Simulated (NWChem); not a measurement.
Si₂NH₄OCl; SMILES [SiH2]1N[Si@@H](O1)Cl

```xyz
9

Cl     0.0296    -2.1632     0.3792
Si    -0.0539    -0.3935    -0.6700
N     -1.2075     0.7597    -0.0881
Si     0.0942     1.8432     0.3587
O      1.1725     0.6794    -0.2507
H     -0.0742    -0.7673    -2.1015
H     -2.2102     0.7539     0.0375
H      0.1614     3.1286    -0.3907
H      0.2693     2.1073     1.8144
```
Atoms are numbered in this order, from 1.

Program: NWChem. Pople sets run with spherical d functions. Structure relaxed at the PBE0/def2-SVP level. Vzz is the largest principal value of the second derivative of the potential at the nucleus (NWChem prints the opposite sign); η is the asymmetry. Non-relativistic.

| level | Vzz Cl1 (a.u.) | η Cl1 | Vzz N3 (a.u.) | η N3 | Vzz O5 (a.u.) | η O5 |
|---|---|---|---|---|---|---|
| PBE0/6-31G* | 1.892 | 0.15 | -0.690 | 0.36 | 0.810 | 0.66 |
| PBE0/def2-SVP | 1.836 | 0.14 | -0.715 | 0.40 | 0.832 | 0.60 |
| Hartree-Fock/def2-TZVP | 1.956 | 0.14 | -0.664 | 0.44 | 0.822 | 0.53 |
| Hartree-Fock/6-31G* | 1.832 | 0.12 | -0.699 | 0.38 | 0.835 | 0.64 |
